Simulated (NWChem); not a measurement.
Extrapolating the CCSD correlation energy of CClF

```
C
F 1 1.2918
Cl 1 1.7615 2 106.66
```
Charge 0, spin multiplicity 1.

Everything below was run with NWChem. Structure: optimised with B3LYP/def2-SVP, a minimum by its harmonic frequencies.

The correlated methods keep 7 core orbitals frozen. The structure started from a generated list of species. Coupled-cluster values serve here as a point of comparison, not as the truth.

Worked example. The CCSD correlation energy is -459.19 mHa in cc-pVDZ and -596.71 mHa in cc-pVTZ. The form E(X) = E∞ + A/X³ turns the pair into an estimate of the basis-set limit.

E∞ = (3³·(-596.71) − 2³·(-459.19))/(3³ − 2³) = -654.6 mHa. The larger basis holds 91 % of that. This is a two-point estimate, and a rough one from so small a pair.
